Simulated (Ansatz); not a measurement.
Reaction (atomization): `[CH2]1[GaH][Se]1` → C• + Ga• + 3 H• + Se•

Isolated molecules relaxed with PBE0-D4/def2-TZVP in Ansatz; ΔE leaves out vibrations. CCSD(T)/CBS is the MP2 limit (def2-TZVPP, def2-QZVPP) plus CCSD(T) − MP2 in def2-TZVPP, frozen cores. This one scheme is used for every species, atoms too. Functionals use def2-TZVPP. B3LYP here is the variant with VWN-RPA as its local correlation; programs differ in this. No spin–orbit coupling; open shells (•) take unrestricted orbitals. Spin–orbit coupling would lower the free atoms: a little for C; clearly for Ga, Se. For Ga, Se outer-core shells are correlated without core-valence functions, so the limit isn't a true one: a few kJ/mol of doubt a bond, and 10 to 20 or more in all where bonds break to atoms. Scalar relativity is left out up to krypton.

```
             level  ΔE (kJ/mol)  difference from CCSD(T)/CBS
       LDA (SPW92)       2054.6                        277.7
         revPBE-D4       1749.6                        -27.3
         r2SCAN-D4       1783.3                          6.4
            B97M-V       1772.3                         -4.6
           PBE0-D4       1769.2                         -7.7
          B3LYP-D4       1740.2                        -36.7
      CAM-B3LYP-D4       1742.6                        -34.3
           ωB97M-V       1748.6                        -28.3
            B2PLYP       1734.7                        -42.2
            r2SCAN       1780.6                          3.7
             B3LYP       1718.5                        -58.4
           r2SCANh       1767.0                         -9.9
             BHLYP       1670.4                       -106.5
     HF/def2-TZVPP       1208.7                       -568.2
    MP2/def2-TZVPP       1763.9                        -13.0
SCS-MP2/def2-QZVPP       1769.3                         -7.6
       CCSD(T)/CBS       1776.9                            0
```

Largest T1 diagnostic among the species: 0.014.

From PBE to PBE0 (25 % exact exchange), in def2-TZVPP and without D4, ΔE moves by −29.0 kJ/mol: exact exchange takes away binding that semilocal exchange gives to molecules. In def2-TZVPP, CCSD(T) changes the Hartree–Fock value by +524.7 kJ/mol (the triples alone add +39.2 kJ/mol) and MP2 by +555.1 kJ/mol; breaking electron pairs costs correlation energy, which Hartree–Fock lacks. Leaving LDA and LC-ωPBE aside and taking each functional with its dispersion term where it has one, the values, not all of them listed here, spread over 110.1 kJ/mol, from BHLYP-D4 to PBE-D4. LDA lies +267.3 kJ/mol from PBE without D4, its usual overbinding.

For atomizations the MP2-based limit and the directly extrapolated one differ by several kJ/mol either way, and by 10 to 25 for some Ge, Se and Sn compounds, so smaller differences from it don't rank the levels.
